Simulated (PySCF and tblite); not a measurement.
Results of a calculation; reference values are marked as such.
System: C₆H₆F₂S, numbered as in [F:1][CH:2]([F:3])[C@H:4]1[CH:5]=[CH:6][C:7](=[S:8])[CH2:9]1.

Motion: rotation about the C2–C4 bond (torsion F1–C2–C4–C5 from -179° to -297°, falling). GFN2-xTB gives an electronic barrier of 2.8 kcal/mol and a reaction energy of 0.7 kcal/mol.

(1) What does BHandHLYP/pcSseg-1 + D3(BJ) give on GFN2-xTB geometries?

Programs: tblite and PySCF.

Answers

(1) A barrier of 4.6 kcal/mol, 1.8 above the tight-binding barrier (from unrounded values), a reaction energy of 0.3 kcal/mol and, with GFN2-xTB thermal terms, ΔG‡(298 K) = 5.2 kcal/mol and k = 1×10⁹ s⁻¹ (1 equivalent path).
